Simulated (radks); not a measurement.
Hg LXV, configuration [Ne] 3s2 3p4. All-electron calculation, scalar-relativistic Kohn-Sham, LDA (Slater exchange, Perdew-Wang correlation), spin-polarised, spherical densities, point nucleus; open shells are filled with parallel spins first (spin-orbit coupling, left out, can overturn this in heavy ions). Program: a radial shooting solver on a logarithmic mesh with Libxc functionals.

Normalised radial functions P(r) = r R(r), r in bohr:

```
   r/bohr * 3s down (the largest magnitude, 2.77, reaches the edge; | marks zero)
0.0006953                             |  *
 0.000863                             |   *
 0.001071                             |   *
 0.001329                             |    *
  0.00165                             |     *
 0.002048                             |      *
 0.002541                             |      *
 0.003129                             |       *
 0.003883                             |        *
 0.004819                             |         *
 0.005981                             |         *
 0.007423                             |         *
 0.009213                             |         *
  0.01143                             |       *
  0.01408                             |     *
  0.01747                             | *
  0.02169                           * |
  0.02691                     *       |
   0.0334                *            |
  0.04146             *               |
  0.05145             *               |
  0.06335                 *           |
  0.07862                           * |
  0.09758                             |         *
   0.1211                             |                    *
   0.1503                             |                          *
   0.1865                             |                        *
   0.2315                             |                 *
    0.285                             |         *
   0.3538                             |   *
   0.4391                             |*
   0.5449                             *
```

3s down: eigenvalue -7870.0 eV, 2 radial nodes at r = 0.0197, 0.0821 bohr, <r> = 0.168 bohr, 90 % of the charge inside 0.245 bohr.
